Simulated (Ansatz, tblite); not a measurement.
Removing an electron: SiCl₄. Total charge 0; singlet. Geometry: PBE-D4/def2-SVP. Ansatz, gas phase; energy differences of separate SCF runs; the oxidised species was run as a doublet alone.

```xyz
5

Si    0.000    0.001   -0.001
Cl   -1.477   -1.061   -0.949
Cl    1.421    0.570   -1.367
Cl    0.869   -1.176    1.439
Cl   -0.813    1.667    0.879
```

The xTB rows come from tblite. Correlated methods freeze 25 core orbitals. HOMO above LUMO, or a gap near zero within one spin, warns that the state may not be the lowest or that an electron is smeared out.

**Question.** Estimate orbital energies and vertical ionisation energies at: GFN1-xTB; GFN2-xTB; PBE-D4/def2-TZVP; revPBE-D4/def2-TZVP; r2SCAN-D4/def2-TZVP; PBE0-D4/def2-TZVP; BHLYP-D4/def2-TZVP; CAM-B3LYP-D4/def2-TZVP; PBE-QIDH/def2-TZVP.

**Answer.** 
| level | −HOMO (eV) | vertical IE (eV) | −LUMO (eV) | HOMO–LUMO gap (eV) | remarks |
| --- | --- | --- | --- | --- | --- |
| GFN1-xTB | 12.67 | 14.93 | 4.73 | 7.94 | – |
| GFN2-xTB | 12.44 | 14.92 | 5.63 | 6.81 | – |
| PBE-D4/def2-TZVP | 8.12 | 10.86 | 2.02 | 6.10 | gap within one spin near zero (+1 doublet) |
| revPBE-D4/def2-TZVP | 8.07 | 10.83 | 1.91 | 6.16 | gap within one spin near zero (+1 doublet) |
| r2SCAN-D4/def2-TZVP | 8.52 | 11.18 | 1.67 | 6.84 | gap within one spin near zero (+1 doublet) |
| PBE0-D4/def2-TZVP | 9.57 | 11.52 | 1.03 | 8.54 | – |
| BHLYP-D4/def2-TZVP | 10.84 | 11.97 | -0.08 | 10.92 | – |
| CAM-B3LYP-D4/def2-TZVP | 10.93 | 11.88 | -0.10 | 11.02 | – |
| PBE-QIDH/def2-TZVP | – | 12.29 | – | – | – |

Run but left out: LDA (SPW92)/def2-TZVP (charge +1 doublet: an occupied level 0.05 eV above an empty one).  Raw xTB energy differences between charge states are shifted by several eV; the methods need an empirical correction for them.
